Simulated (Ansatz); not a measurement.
Calculated with Ansatz (gas phase, PBE0-D4/def2-TZVP geometries, no zero-point term in ΔE). CBS: MP2 limit from def2 TZ/QZ plus the TZ coupled-cluster correction, frozen cores. DFT in def2-TZVPP. B3LYP here is the variant with VWN-RPA as its local correlation; programs differ in this. def2 core potentials past Kr. For Ga, Te outer-core shells are correlated without core-valence functions, which leaves a few kJ/mol of doubt a bond. Scalar relativity is left out up to krypton. Each species was taken in one conformer, which may not be the lowest.

`[BH2][GaH][SiH2]C` + `NC[TeH]` → `BNC[TeH]` + `C[SiH2][GaH2]`  (cleavage of the B–Ga bond)

`[BH2][GaH][SiH2]C`:

```xyz
12

B    -1.647    1.069    2.425
Ga   -0.207    0.018    1.394
Si    0.190    0.302   -0.981
C     1.171   -1.094   -1.771
H    -1.431    2.146    2.904
H    -2.766    0.657    2.548
H     0.734   -1.017    2.133
H    -1.101    0.479   -1.711
H     0.935    1.588   -1.148
H     1.355   -0.891   -2.828
H     2.135   -1.217   -1.271
H     0.631   -2.040   -1.694
```

`NC[TeH]`:

Z-matrix (Å, degrees):
```
C
Te 1 2.168
N 1 1.439 2 107.9
H 1 1.095 2 106.1 3 -125.7
H 1 1.088 2 107.3 3 117.9
H 2 1.660 1 93.9 3 146.0
H 3 1.012 1 111.4 2 166.7
H 3 1.012 1 111.6 2 -71.4
```

`BNC[TeH]`:

```xyz
10

B    -1.250   -0.133   -1.034
N    -0.352    0.598   -0.269
C     0.250    0.174    0.954
Te    2.406   -0.073    0.857
H    -1.577   -1.220   -0.653
H    -1.668    0.348   -2.045
H    -0.036    1.501   -0.591
H     0.112    0.897    1.760
H    -0.173   -0.780    1.259
H     2.288   -1.310   -0.239
```

`C[SiH2][GaH2]`:

Z-matrix (Å, degrees):
```
C
Si 1 1.880
H 1 1.092 2 110.8
H 1 1.092 2 111.0 3 120.2
H 1 1.092 2 110.8 3 -119.6
Ga 2 2.414 1 114.4 3 59.8
H 2 1.494 1 109.6 3 -178.2
H 2 1.494 1 109.6 3 -62.2
H 6 1.575 2 120.8 1 -179.9
H 6 1.577 2 122.1 1 0.1
```

```csv
level,ΔE (kJ/mol),difference from CCSD(T)/CBS
PBE-D4,-167.6,-1.7
r2SCAN-D4,-170.3,-4.4
PBE0-D4,-168.6,-2.7
B3LYP-D4,-174.2,-8.3
ωB97X-V,-169.6,-3.7
ωB97M-V,-173.7,-7.8
B2PLYP,-174.4,-8.5
PBE,-166.2,-0.3
r2SCAN,-169.9,-4.0
PBE0,-167.4,-1.5
B3LYP,-172.2,-6.3
HF/def2-TZVPP,-169.8,-3.9
MP2/def2-TZVPP,-176.2,-10.3
SCS-MP2/def2-TZVPP,-174.3,-8.4
CCSD/def2-TZVPP,-168.2,-2.3
CCSD(T)/def2-TZVPP,-170.3,-4.4
HF/def2-QZVPP,-170.7,-4.8
MP2/def2-QZVPP,-173.9,-8.0
SCS-MP2/def2-QZVPP,-172.8,-6.9
HF/CBS(def2),-170.8,-4.9
MP2/CBS(def2),-171.8,-5.9
CCSD/CBS(def2),-163.8,2.1
CCSD(T)/CBS,-165.9,0
```

Largest T1 diagnostic among the species: 0.013.
